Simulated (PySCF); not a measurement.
# Electron correlation in B (boron, neutral)

[He] 2s2 2p1, 2P determinant. Calculation: PySCF 2.14, in aug-cc-pVDZ-DK (4s3p2d, 23 functions); scalar relativity by spin-free X2C-1e. Frozen: 1s2; 3 electrons correlated.

MP2 pair energies summed by pair of shells (mhartree):

```tsv
pair	energy	share (%)
2s-2s	-21.96	59.2
2s-2p	-15.12	40.8
```

Total MP2 correlation energy: -37.07 mhartree.

Same-spin part -2.55 and opposite-spin part -34.53 mhartree; SCS-MP2 scales them by 1/3 and 6/5 to -42.28 mhartree.

```csv
level,correlation energy (mhartree)
CCSD,-59.62
(T),-0.91
CCSD(T),-60.53
```

Diagnostics: T1 = 0.014, D1 = 0.0268, largest double amplitude 0.076.

**Question.** Is a single reference adequate?

**Answer.** Mostly. T1 lies below 0.03, but a double amplitude of this size points to a near-degeneracy that CCSD handles and MP2 describes poorly.
